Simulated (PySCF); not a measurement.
CHI2, SMILES I[CH]I, multiplicity 2.

Geometry optimised at r2SCAN-D4/def2-SVP. The isomer is the one that the SMILES or the coordinates give; other isomers of the formula were not compared. The def2 effective core potentials stand for the cores of I; spin–orbit coupling is left out.

Computed with PySCF with PBE/def2-TZVPD.

The molecule is in vacuum.

Computed frontier levels, dipole moment and polarisability:
```json
{
  "α spin, highest occupied and lowest empty level": "-4.89 and -2.85 eV",
  "β spin, highest occupied and lowest empty level": "-6.55 and -3.48 eV",
  "dipole_moment": "0.38 D",
  "quadrupole, principal values (traceless, Buckingham form, about the centre of nuclear charge)": "-4.06, 0.91, 3.15 D·Å",
  "mean_static_polarisability": "90.0 bohr³ (13.33 Å³)",
  "polarisability_principal_values": "66.9, 72.9, 130.0 bohr³",
  "⟨S²⟩": "0.755 (pure state 0.75)"
}
```
